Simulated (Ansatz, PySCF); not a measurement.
Molecule: SiCl3F, charge 0, multiplicity 1. SMILES: F[Si](Cl)(Cl)Cl
Coordinates optimised at B3LYP-D3(BJ)/def2-TZVP (Ansatz, a quantum-chemistry and plane-wave program):
```
Si
F 1 1.5807
Cl 1 2.0251 2 108.32
Cl 1 2.0251 2 108.32 3 120.00
Cl 1 2.0251 2 108.32 3 -120.00
```
Charge 0, spin multiplicity 1.

Wanted: enthalpy of formation at 298 K, in kcal/mol. Terms: 6-311+G** with 5d, 6d on Na to Ar in Ansatz; frozen cores in correlated levels; spin-orbit terms left out; UHF or UKS for open shells; 6-31G* and kin with 6d, 5d where marked; dispersion terms only where a functional's name holds one; non-relativistic. Basis-set limits of correlation are two-point, X^-3; Hartree-Fock from the larger set (for Q and 5 zeta extrapolated as (X+1)exp(-9√X)). Ab initio and DFT rows: single points at B3LYP-D3(BJ) geometries (Ansatz), with unscaled harmonic terms from B3LYP/6-31G* (Ansatz) at its own minima, enthalpies of formation by atomisation with measured atoms.

Coupled cluster (Ansatz) is a level with limits of its own, used here on species with T1 under 0.025 (0.045 for open shells) and stable references: CCSD(T)/CBS(cc-pV(Q+d)Z,cc-pV(5+d)Z).

Value to compare with, CCSD(T)/CBS(cc-pV(Q+d)Z,cc-pV(5+d)Z) (Ansatz): -221.2 kcal/mol.

```json
[
 {"level": "HF/6-31G*", "program": "Ansatz", "enthalpy of formation at 298 K (kcal/mol)": "-87.0", "difference": "134.2"},
 {"level": "PBE/6-311+G**", "program": "Ansatz", "enthalpy of formation at 298 K (kcal/mol)": "-195.2", "difference": "26.0"},
 {"level": "BP86/6-31G* (5d)", "program": "PySCF", "enthalpy of formation at 298 K (kcal/mol)": "-200.5", "difference": "20.7"},
 {"level": "B3LYP/STO-3G", "program": "Ansatz", "enthalpy of formation at 298 K (kcal/mol)": "-202.2", "difference": "19.0"},
 {"level": "B3LYP/6-31G*", "program": "Ansatz", "enthalpy of formation at 298 K (kcal/mol)": "-184.1", "difference": "37.1"},
 {"level": "B3LYP/def2-SVP", "program": "Ansatz", "enthalpy of formation at 298 K (kcal/mol)": "-188.5", "difference": "32.7"},
 {"level": "B3LYP/cc-pVDZ", "program": "Ansatz", "enthalpy of formation at 298 K (kcal/mol)": "-171.6", "difference": "49.6"},
 {"level": "MP2/6-31G*", "program": "Ansatz", "enthalpy of formation at 298 K (kcal/mol)": "-187.6", "difference": "33.6"},
 {"level": "MP2/6-311+G**", "program": "Ansatz", "enthalpy of formation at 298 K (kcal/mol)": "-185.2", "difference": "36.0"},
 {"level": "r2SCAN-D4/def2-TZVPD", "program": "Ansatz + dftd4", "enthalpy of formation at 298 K (kcal/mol)": "-220.1", "difference": "1.1"},
 {"level": "B3LYP/def2-TZVPD", "program": "Ansatz", "enthalpy of formation at 298 K (kcal/mol)": "-195.9", "difference": "25.3"},
 {"level": "wB97M-V/def2-TZVPD", "program": "Ansatz", "enthalpy of formation at 298 K (kcal/mol)": "-218.0", "difference": "3.2"}
]
```

Among the 9 habitual levels, HF/6-31G* lies farthest from CCSD(T)/CBS(cc-pV(Q+d)Z,cc-pV(5+d)Z) (Ansatz) (134.2 kcal/mol) and B3LYP/STO-3G nearest (19.0); 9 of 9 lie above it, and their mean absolute difference is 43.2 kcal/mol, the median 33.6. One case shows no general order.

The levels are drawn from those run, B3LYP/6-31G* more often than the rest, none by its result; left out are runs that failed, that the program found above a lower state of the same kind, or whose <S^2> lies over 0.5 above the pure value.
